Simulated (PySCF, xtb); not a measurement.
(Z)-1,2-dibromo-1,2-difluoroethene (C₂Br₂F₂), SMILES F/C(Br)=C(\F)Br.

GFN2-xTB (xtb 6.7.1) at its own geometry gives an orbital gap of 3.81 eV and a dipole moment of 0.94 D.

Geometry optimised at B3LYP-D3(BJ)/def2-SVP.

Q: What does PBE/def2-TZVP (PySCF) give? (The exact figures need the calculation; the answer reports its results.)

A: gap 4.26 eV (levels -6.07 and -1.82 eV), dipole 0.90 D.
